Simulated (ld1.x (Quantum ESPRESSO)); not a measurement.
Plane-wave convergence, RRKJ potential for In (Z = 49)

In (Z = 49), norm-conserving RRKJ (Kleinman–Bylander form), made with ld1.x (Quantum ESPRESSO) 7.5 (PBEsol, scalar-relativistic). Core [Kr], reference 4d10 5s2 5p1. Waves: 5p (bound): rc 2.30 bohr; 4d (bound): rc 1.30 bohr; 5s (bound): rc 1.80 bohr. Local part: the s channel. Core correction: a·sin(br)/r model core inside 1.00 bohr.

The pseudo-atom Hamiltonian at the reference potential is diagonalised in spherical Bessel functions j_l(qr) that vanish at 20 bohr, with q² up to the cutoff. All-electron valence levels (Ry): 5p -0.1851, 4d -1.3664, 5s -0.6068.

Question: How do the lowest levels (Ry) of each channel move with the cutoff, and are there ghosts?

Answer:

| cutoff (Ry) | p #1 | p #2 | d #1 | s #1 | f #1 | Σ f·Δε (mRy) |
| --- | --- | --- | --- | --- | --- | --- |
| 8 | -0.1768 | 0.0273 | 0.0401 | -0.5914 | 0.1005 | 14105.5 |
| 15 | -0.1844 | 0.0263 | 0.0351 | -0.5952 | 0.1005 | 14040.1 |
| 21 | -0.1850 | 0.0263 | -0.0777 | -0.6035 | 0.1005 | 12894.3 |
| 35 | -0.1851 | 0.0263 | -0.9362 | -0.6053 | 0.1005 | 4305.9 |
| 50 | -0.1851 | 0.0263 | -1.3098 | -0.6065 | 0.1005 | 567.0 |
| 70 | -0.1851 | 0.0263 | -1.3643 | -0.6066 | 0.1005 | 21.9 |
| 90 | -0.1851 | 0.0263 | -1.3664 | -0.6067 | 0.1005 | 1.1 |
| 120 | -0.1851 | 0.0263 | -1.3664 | -0.6067 | 0.1005 | 0.5 |
| 400 | -0.1851 | 0.0263 | -1.3665 | -0.6068 | 0.1005 | 0.0 |

Result: no extra level below or beside the all-electron valence levels (p, d, s, f tested); 10 mRy is reached at 80 Ry and 1 mRy at 100 Ry.
